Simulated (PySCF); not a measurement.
CaH₂O₂, SMILES [OH][Ca][OH].

Geometry optimised at B3LYP-D3(BJ)/def2-TZVP. One conformer was computed; it need not be the lowest.

Two levels are set side by side: TDA-PBE/def2-SVPD (PySCF) and TDA-CAM-B3LYP/def2-SVPD (PySCF). Vertical, same geometry. The lowest singlet is HOMO−1→LUMO 100 % with PBE and HOMO→LUMO 94 % with the other functional; states are paired by order. Differences are taken from unrounded values.

```csv
quantity,TDA-CAM-B3LYP
lowest singlet excitation (eV),4.99
lowest triplet excitation (TDA) (eV),4.86
first bright state (f over 0.05) (eV),4.99
its oscillator strength,0.08
```

Question: What does TDA-PBE give, and how far is it from TDA-CAM-B3LYP? (The exact figures need the calculation; the answer reports its results.)

Answer: 
| quantity | TDA-PBE | TDA-PBE minus TDA-CAM-B3LYP |
|---|---|---|
| lowest singlet excitation (eV) | 3.86 | -1.12 |
| lowest triplet excitation (TDA) (eV) | 3.75 | -1.10 |
| first bright state (f over 0.05) (eV) | 3.86 | -1.12 |
| its oscillator strength | 0.05 | -0.03 |

A lower first singlet is the usual sign of a functional without exact exchange. Differences between two approximate levels are no errors against the true value.

Rough cost on one machine, each run with all the roots and properties that it gave: TDA-CAM-B3LYP against TDA-PBE about 3 times.
